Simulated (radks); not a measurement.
Task: Ne VI, 5 electrons, occupied as [He] 2s2 2p1. All-electron calculation, non-relativistic Kohn-Sham, LDA (Slater exchange, Perdew-Wang correlation), spin-polarised, spherical densities, point nucleus; open shells are filled with parallel spins first. Program: a radial shooting solver on a logarithmic mesh with Libxc functionals. Some entries of the table are withheld. Estimate them.

| orbital | occ. | eigenvalue (Ry) | <1/r> (bohr^-1) | <r^2> (bohr^2) |
|---|---|---|---|---|
| 1s up | 1 | -72.69964 | (1) | 0.03380 |
| 1s down | 1 | -72.56071 | (2) | 0.03365 |
| 2s up | 1 | -11.87486 | 1.997 | 0.6349 |
| 2s down | 1 | -11.59781 | 1.974 | 0.6473 |
| 2p up | 1 | -10.46128 | 1.926 | 0.5368 |
| 2p down | 0 | -10.14567 | 1.906 | 0.5524 |

Result: 
(1) 1s up <1/r> (bohr^-1): 9.578
(2) 1s down <1/r> (bohr^-1): 9.592
